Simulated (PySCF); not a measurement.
# Spectroscopy problems

Isolated molecule, rapidly exchanging positions averaged, a single conformation, non-relativistic. GFN2-xTB structure; GIAO PBE0/pcSseg-1 shieldings; PySCF.

Chemical shifts δ = σref − σ; 1H (σ = 31.72 ppm) and 13C (σ = 186.93 ppm) against TMS, all at this level. Splittings of carbon signals by F and P are missing where no couplings were computed. Where no couplings were computed, multiplicities follow the n + 1 count of equivalent neighbours, and m marks all less simple cases (inequivalent or close neighbours, rings, F or P nearby). Shifts are as computed. Against solution values, carbons near 30 ppm lie about +3 ppm off and those near 130 ppm about +5 ppm. Of 1211 compounds with measured shifts, 218 miss one by over three times the rms of a fit or turn the order of signals round; such compounds aren't used in these exercises. OH and NH positions are gas-phase values without hydrogen bonding to other molecules.

Task: C5H11OP. 1H NMR (400 MHz, computed): δ 7.23 (m, 1H), 6.85 (m, 1H), 6.74 (m, 1H), 6.12 (m, 1H), 1.40 (m, 3H), 1.24 (m, 1H), 1.16 (m, 3H). 13C{1H} NMR (computed): δ 145.1 (CH2), 140.2 (CH), 33.3 (CH), 18.2 (CH3), 14.1 (CH3). What is it?

Result: SMILES C=C[P@H](=O)C(C)C. 5 carbon signals for 5 carbons: no two carbons are equivalent. Carbon types of the structure: 2 × CH, 1 × CH2, 2 × CH3, leaving 1 H on heteroatoms. δC 145.1: terminal =CH2 carbon; an sp2 carbon of a C=C bond. δC 140.2: alkene CH; an sp2 carbon of a C=C bond. δC 18.2, 14.1: methyl carbon; aliphatic region, no heteroatom directly attached. δH 6.12: hydrogen on an alkene CH; a vinylic proton, deshielded by the sp2 carbon and the C=C anisotropy.

The data come from this structure; uniqueness wasn't tested.

Task: C6H10N2. 1H NMR (600 MHz, computed): δ 7.66 (s, 1H), 3.93 (q, 2H), 3.76 (s, 2H), 1.32 (t, 3H), 0.94 (br s, 2H). 13C{1H} NMR (computed): δ 144.6 (CH), 108.0 (C), 81.4 (C), 54.9 (CH2), 36.2 (CH2), 18.8 (CH3). Identify the compound.

Result: SMILES C(=N/CC)/C#CCN. The formula gives 3 degrees of unsaturation (no ring in the answer). 6 carbon signals for 6 carbons: no two carbons are equivalent. Carbon types of the structure: 2 × C, 1 × CH, 2 × CH2, 1 × CH3, leaving 2 H on heteroatoms. δC 144.6: C=N carbon. δC 108.0, 81.4: alkyne carbon. δC 54.9: sp3 CH2 bonded to N; the inductive effect lowers its shielding. δC 18.8: methyl carbon; a saturated carbon with 1 carbon neighbour and no heteroatom attached.

The shifts were computed for this structure.

Task: C6H10N2. 1H NMR (300 MHz, computed): δ 6.77 (m, 1H), 6.66 (m, 1H), 6.19 (t, 1H), 5.67 (m, 1H), 5.62 (m, 1H), 2.02 (m, 2H), 1.13 (t, 3H). 13C{1H} NMR (computed): δ 145.7 (CH), 130.6 (CH), 130.1 (CH), 124.4 (CH2), 24.1 (CH2), 14.2 (CH3). What is it?

Result: SMILES C(=C)/C=N/N=C\CC. Rings plus π bonds: 3 (no ring in the answer). 6 carbon signals for 6 carbons: no two carbons are equivalent. Carbon types of the structure: 3 × CH, 2 × CH2, 1 × CH3, which accounts for all hydrogens. δC 145.7: alkene CH; an sp2 carbon of a C=C bond. δC 130.6, 130.1: C=N carbon. δC 124.4: terminal =CH2 carbon; the olefinic region. δH 5.67, 5.62: hydrogen on a terminal =CH2 carbon; a vinylic proton, deshielded by the sp2 carbon and the C=C anisotropy.

The data come from this structure; uniqueness wasn't tested.
